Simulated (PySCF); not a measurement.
C3H6Cl2Si, SMILES C(/C)=C\[SiH](Cl)Cl.

The structure is a stationary point at B3LYP-D3(BJ)/def2-SVP. The structure was generated by enumeration; whether it is a known compound was not checked. The values are those of a single conformer.

Two levels are set side by side: PBE/def2-TZVP (PySCF) and CAM-B3LYP/def2-TZVP (PySCF). Same geometry, gas phase. Differences are taken from unrounded values.

```csv
quantity,CAM-B3LYP
orbital gap (eV),9.63
highest occupied level (eV),-9.33
lowest empty level (eV),0.30
dipole moment (D),3.16
mean polarisability (bohr³),85.2
```

### Question
What does PBE give, and how far is it from CAM-B3LYP? (Estimate from the structure and the level; the computed values follow.)

### Answer

```json
[
 {"quantity": "orbital gap (eV)", "PBE": "5.06", "PBE minus CAM-B3LYP": "-4.58"},
 {"quantity": "highest occupied level (eV)", "PBE": "-6.90", "PBE minus CAM-B3LYP": "2.44"},
 {"quantity": "lowest empty level (eV)", "PBE": "-1.84", "PBE minus CAM-B3LYP": "-2.14"},
 {"quantity": "dipole moment (D)", "PBE": "3.08", "PBE minus CAM-B3LYP": "-0.08"},
 {"quantity": "mean polarisability (bohr³)", "PBE": "89.4", "PBE minus CAM-B3LYP": "4.2"}
]
```

PBE's occupied levels lie high since its potential decays too fast outside the molecule; exact exchange lowers them and widens the gap. PBE's more diffuse valence density responds more strongly to a field. Differences between two approximate levels are no errors against the true value.

Rough cost on one machine, each run with all the roots and properties that it gave: CAM-B3LYP against PBE within a factor of 2.
